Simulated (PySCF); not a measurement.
# Exercise with solution: oscillator strength and radiative lifetime

3-fluoro-3-methyloxetane (C4H7FO), SMILES C1(F)(COC1)C.

The structure is a stationary point at PBE0-D3(BJ)/def2-SVP.

PySCF 2.14.0 with TDDFT-CAM-B3LYP/def2-SVPD puts the first singlet state with f over 0.02 at 7.52 eV (vertical), with the transition dipole (0.339, 0.088, 0.000) in atomic units.

### Question
Find the oscillator strength, the wavelength and the radiative lifetime that this transition would have in vacuum if emission retraced absorption.

### Answer

|μ|² = 0.1227 au, so |μ| = 0.89 D. ΔE = 7.52/27.211 = 0.2764 hartree. f = (2/3) ΔE |μ|² = 0.023 (the program prints 0.023).
λ = 1239.84/7.52 = 165 nm; ν = 60653 cm⁻¹.
Einstein's coefficient A = 0.6670 ν² f s⁻¹ (ν in cm⁻¹) = 5.5e7 s⁻¹, so τ = 1/A = 18 ns. This state is S2; the lower singlet has f = 0.001. The figure is the radiative limit of this one transition; relaxation, internal conversion, crossing to triplets and a medium change what is measured.
